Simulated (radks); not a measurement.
Re2+, configuration [Kr] 4d10 4f14 5s1 5p6 5d6 (not the ground configuration).

Method: Dirac Kohn-Sham, PBE, spin-unpolarised, spherical densities, finite nucleus; open shells fill j = l - 1/2 first; Fermi nuclear charge, rms radius 5.3698 fm; computed with a radial shooting solver on a logarithmic mesh with Libxc functionals.

Energy parts (Ry):
| part | energy |
|---|---|
| total | -33422.2026 |
| kinetic | 37773.7332 |
| electron-nucleus | -83488.7433 |
| Hartree | 12957.2792 |
| exchange-correlation | -664.4718 |

Orbitals (lengths in bohr, moments of r in powers of bohr; <r^-3> diverges for s and p1/2):
| orbital | occ. | eigenvalue (Ry) | <r^4> | <r^-3> | small-component weight |
|---|---|---|---|---|---|
| 1s1/2 | 2 | -5259.114 | 5.462e-07 | - | 8.02e-02 |
| 2s1/2 | 2 | -912.4878 | 0.00008127 | - | 1.82e-02 |
| 2p1/2 | 2 | -873.3801 | 0.00004880 | - | 1.83e-02 |
| 2p3/2 | 4 | -767.5653 | 0.00007195 | 17110 | 1.65e-02 |
| 3s1/2 | 2 | -212.4029 | 0.002992 | - | 6.01e-03 |
| 3p1/2 | 2 | -194.9004 | 0.002634 | - | 5.96e-03 |
| 3p3/2 | 4 | -171.9214 | 0.003510 | 3891 | 5.43e-03 |
| 3d3/2 | 4 | -142.4567 | 0.002372 | 674.2 | 5.32e-03 |
| 3d5/2 | 6 | -137.4684 | 0.002588 | 570.6 | 5.17e-03 |
| 4s1/2 | 2 | -45.52383 | 0.06976 | - | 1.99e-03 |
| 4p1/2 | 2 | -38.21278 | 0.07585 | - | 1.90e-03 |
| 4p3/2 | 4 | -32.85276 | 0.1009 | 908.7 | 1.70e-03 |
| 4d3/2 | 4 | -20.83224 | 0.1278 | 138.7 | 1.50e-03 |
| 4d5/2 | 6 | -19.84130 | 0.1397 | 114.9 | 1.45e-03 |
| 4f5/2 | 6 | -4.70409 | 0.3719 | 21.68 | 1.06e-03 |
| 4f7/2 | 8 | -4.51846 | 0.3974 | 20.65 | 1.03e-03 |
| 5s1/2 | 1 | -7.66323 | 2.088 | - | 4.63e-04 |
| 5p1/2 | 2 | -5.43386 | 3.138 | - | 3.86e-04 |
| 5p3/2 | 4 | -4.60724 | 4.408 | 137.7 | 3.31e-04 |
| 5d3/2 | 4 | -1.70581 | 20.32 | 11.24 | 1.72e-04 |
| 5d5/2 | 2 | -1.62786 | 23.09 | 9.061 | 1.62e-04 |
| 6s1/2 | 0 | -1.49912 | 94.99 | - | 7.38e-05 |
| 6p1/2 | 0 | -1.06159 | 196.0 | - | 5.14e-05 |
| 6p3/2 | 0 | -0.97238 | 258.2 | 15.15 | 4.52e-05 |

The highest occupied level is 5d5/2 at -22.148 eV. Summed over all electrons, <r^2> = 43.06 bohr^2, which gives a Langevin (diamagnetic) susceptibility term of -34.1 x 10^-6 cm^3/mol. The density falls to 0.001 e/bohr^3 at r = 3.69 bohr.
